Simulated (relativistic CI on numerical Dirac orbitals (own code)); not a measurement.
**Os⁷⁺: 4d photoemission**

Computed with this model: Dirac-Coulomb-Breit CI, separate exchange-only KLI orbitals for each configuration, model QED (radiative potential, 1s self-energy scaled to tabulated hydrogen-like ionisation energies), valence Slater integrals scaled by 0.7, multiplet model of photoemission in the sudden approximation; configurations [Xe] 4f14 5d → [Kr] 4d9 4f14 5s2 5p6 5d; 300 K; Lorentzian 2.45 eV and Gaussian 0.6 eV FWHM. Energies are those of the free ion, without screening or charge transfer. The energies are binding energies and can lie tens of eV above those of solids. S is read from ⟨S²⟩ = S(S + 1).

free ion: ground-state S = 0.50, centroid 400.29 eV. Peaks (eV, height): 394.4 (100), 409.0 (63).

Strongest unbroadened transitions for free ion:

| Energy (eV) | Relative strength |
| --- | --- |
| 393.53 | 31.7 |
| 394.18 | 100.0 |
| 394.45 | 54.6 |
| 394.82 | 77.6 |
| 395.71 | 1.9 |
| 396.49 | 0.7 |
| 396.52 | 1.4 |
| 396.73 | 0.6 |
| 399.42 | 1.0 |
| 408.65 | 32.2 |
| 408.69 | 77.7 |
| 409.53 | 55.7 |
| 410.19 | 1.4 |
| 410.62 | 0.0 |
| 410.90 | 0.2 |
| 411.24 | 0.6 |
| 412.98 | 10.2 |
